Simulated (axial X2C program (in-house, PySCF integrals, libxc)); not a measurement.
## TiSb²⁺: bond constants with and without spin–orbit coupling

Computed with an axial X2C code built on PySCF integrals. Spin-free means the one-electron spin-free X2C Hamiltonian; two-component (2c) means X2C with spin–orbit coupling and atomic mean-field two-electron Coulomb and Gaunt terms, so the difference of the two also holds small scalar two-electron terms. Basis: Sb dyall-v3z [11s12p8d1f], Ti dyall-v3z [10s10p6d3f2g] (cores contracted in-house); Gaussian nuclei, density fitting, unrestricted open shells. Masses: Sb 120.904 u, Ti 47.948 u.

The run was started with this input:
```json
{"zs": [51, 22], "q": 2, "bas": ["dyall-v3z", "dyall-v3z"], "levels": ["PBE0", "HF", "BLYP", "r2SCAN"], "cc": false, "r0": 2.76, "npts": 10, "nst": 2, "ntry": 6}
```
```bash
python so2c.py task.json out
```

Keys: zs atomic numbers; q charge; bas basis sets; levels methods; cc coupled cluster on or off; r0 starting distance in Å; npts points on the curve; nst determinants followed; ntry starts of the search. HF also brings MP2.

State, spin-free: M_S = 3/2, Λ = 2 (beyond evenly filled blocks: π+α, π-α, δ+α); electrons by block: σα: 16, σβ: 16, π+α: 8, π+β: 7, π-α: 8, π-β: 7, δ+α: 3, δ+β: 2, δ-α: 2, δ-β: 2. Fragments: Sb+ + Ti+.

State, 2c: Ω = 7/2 (⟨Sz⟩ = 1.49, ⟨Lz⟩ = 2.01 at BLYP); electrons by block: 1/2: 23, -1/2: 24, 3/2: 10, -3/2: 9, 5/2: 3, -5/2: 2. Fragments: Sb+ + Ti+.

```csv
Hamiltonian,level,Re (Å),ωe (cm⁻¹),ωexe (cm⁻¹),Be (cm⁻¹),αe (cm⁻¹),μ (D)
spin-free,BLYP,2.790,212.2,0.728,0.06306,0.000275,9.43
spin-free,r2SCAN,2.723,236.5,0.757,0.06623,0.000267,9.96
2c,BLYP,2.802,203.3,0.862,0.06255,0.000303,9.41
```

Dipoles are positive if Ti is the positive end and refer to the centre of mass.

The state is one determinant whose occupation by symmetry is held fixed; it was picked as the lowest of a PBE0 search that is not exhaustive. De is not given where an atomic determinant may have missed its ground term or J level, or where the truncated virtual space spoils (T). Density functionals use the spin component along the axis (collinear). PBE0 can misorder states that lie within some tenths of an eV, so this need not be the ground state of the molecule. The nearest other spin-free determinant of the search, M_S = 5/2, Λ = 3, lies 0.18 eV up at the distance of the search. The functionals have no current-density term, which raises determinants with orbital currents, atoms included. With several unpaired electrons one determinant need not be a pure state. A state of lower Ω lies just above, and one determinant can place such states too high, so the state shown need not be the lowest. The search has Ω = 1/2 only 0.05 eV up. At some level and bond length an empty orbital lies below a filled one.

No reliable constants came from HF (2c), HF (spin-free), MP2 (2c), MP2 (spin-free), PBE0 (2c), PBE0 (spin-free), r2SCAN (2c): no minimum in range, unconverged points, a curve that is not smooth, a change of character along it, or the two Hamiltonians disagreeing along it.

Rough cost a point (2c) on 1 thread(s) of a shared host, integrals apart: BLYP 2 s.

The whole task took 6.5 min on 1 thread of Arm Neoverse N1, with other jobs on the host.
